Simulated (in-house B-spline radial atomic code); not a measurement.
Inner levels of iridium as electrons are removed. A shift is the extra binding of the orbital against the neutral atom ([Xe] 4f14 5d3/2(4) 5d5/2(3) 6s2). The density at the nucleus is averaged over the nuclear charge. Computed with an all-electron radial atomic-structure program (B-spline basis): Dirac-Hartree-Fock, jj configuration that fills j = l - 1/2 first, finite nuclei.

A number in brackets counts the electrons of a j subshell.

```csv
ion,configuration,shift of 2p1/2 (eV),shift of 3s1/2 (eV),shift of 2p3/2 (eV),radius of 2p1/2 (bohr),radius of 3s1/2 (bohr),radius of 2p3/2 (bohr),Σ<r²> (bohr²),change of density at nucleus (bohr⁻³)
Ir27+,[Kr] 4d10 4f5/2(4),893.95,894.1,894.84,0.060264,0.18908,0.068534,5.3041,-960.09
Ir28+,[Kr] 4d10 4f5/2(3),955.02,955.99,956.18,0.060267,0.18901,0.068539,5.0268,-787.64
Ir29+,[Kr] 4d10 4f5/2(2),1017.62,1019.31,1019.04,0.060271,0.18892,0.068544,4.7626,-606.49
Ir30+,[Kr] 4d10 4f5/2(1),1081.71,1084.04,1083.42,0.060274,0.18884,0.068549,4.5106,-416.63
Ir31+,[Kr] 4d10,1147.31,1150.16,1149.3,0.060278,0.18874,0.068554,4.2699,-218.07
Ir32+,[Kr] 4d3/2(4) 4d5/2(5),?,?,?,?,?,?,?,?
Ir33+,[Kr] 4d3/2(4) 4d5/2(4),1290.53,1280.45,1290.31,0.060267,0.18845,0.068533,3.7755,337.18
Ir34+,[Kr] 4d3/2(4) 4d5/2(3),1363.9,1346.94,1362.5,0.060262,0.1883,0.068521,3.5388,625.97
Ir35+,[Kr] 4d3/2(4) 4d5/2(2),1438.44,1414.31,1435.82,0.060256,0.18814,0.06851,3.3088,922.24
Ir36+,[Kr] 4d3/2(4) 4d5/2(1),1514.15,1482.57,1510.27,0.06025,0.18797,0.068498,3.0853,1226
Ir37+,[Kr] 4d3/2(4),1591.02,1551.7,1585.83,0.060244,0.18781,0.068485,2.8678,1537.21
Ir38+,[Kr] 4d3/2(3),1669.03,1622.58,1664.77,0.060232,0.18762,0.068473,2.6614,1872.15
Ir39+,[Kr] 4d3/2(2),1748.18,1694.34,1744.87,0.060219,0.18743,0.06846,2.4606,2214.92
Ir40+,[Kr] 4d3/2(1),1828.46,1766.97,1826.13,0.060206,0.18724,0.068447,2.2652,2565.52
Ir41+,[Ar] 3d10 4s2 4p6,?,?,?,?,?,?,?,?
Ir42+,[Ar] 3d10 4s2 4p1/2(2) 4p3/2(3),1991.7,1912.19,1988.6,0.060178,0.18688,0.068423,1.8816,3326.43
Ir43+,[Ar] 3d10 4s2 4p1/2(2) 4p3/2(2),2074.46,1984.58,2069.51,0.060164,0.18672,0.068411,1.6921,3736.09
Ir44+,[Ar] 3d10 4s2 4p1/2(2) 4p3/2(1),?,?,?,?,?,?,?,?
Ir45+,[Ar] 3d10 4s2 4p1/2(2),2242.74,2131.33,2233.98,0.060132,0.18639,0.068384,1.3246,4576.92
Ir46+,[Ar] 3d10 4s2 4p1/2(1),2330.27,2208.9,2322.49,0.060126,0.18617,0.068362,1.1626,4459.76
Ir47+,[Ar] 3d10 4s2,2418.75,2287.17,2411.97,0.060118,0.18595,0.068339,1.0039,4334.59
Ir48+,[Ar] 3d10 4s1,2507.15,2362.9,2499.45,0.060104,0.18597,0.068322,0.84539,-3314.66
Ir49+,[Ar] 3d10,2596.38,2439.2,2587.74,0.060089,0.18583,0.068304,0.68976,-11149.2
```

(1) Fill in the row of Ir32+.

(2) Fill in the row of Ir41+.

(3) Fill in the row of Ir44+.

## Answers

(1) shift of 2p1/2 (eV): 1218.33; shift of 3s1/2 (eV): 1214.86; shift of 2p3/2 (eV): 1219.24; radius of 2p1/2 (bohr): 0.060273; radius of 3s1/2 (bohr): 0.1886; radius of 2p3/2 (bohr): 0.068543; Σ<r²> (bohr²): 4.0191; change of density at nucleus (bohr⁻³): 55.83.

(2) shift of 2p1/2 (eV): 1909.87; shift of 3s1/2 (eV): 1840.47; shift of 2p3/2 (eV): 1908.56; radius of 2p1/2 (bohr): 0.060193; radius of 3s1/2 (bohr): 0.18704; radius of 2p3/2 (bohr): 0.068433; Σ<r²> (bohr²): 2.075; change of density at nucleus (bohr⁻³): 2923.95.

(3) shift of 2p1/2 (eV): 2158.13; shift of 3s1/2 (eV): 2057.63; shift of 2p3/2 (eV): 2151.31; radius of 2p1/2 (bohr): 0.060148; radius of 3s1/2 (bohr): 0.18656; radius of 2p3/2 (bohr): 0.068397; Σ<r²> (bohr²): 1.5065; change of density at nucleus (bohr⁻³): 4152.9.
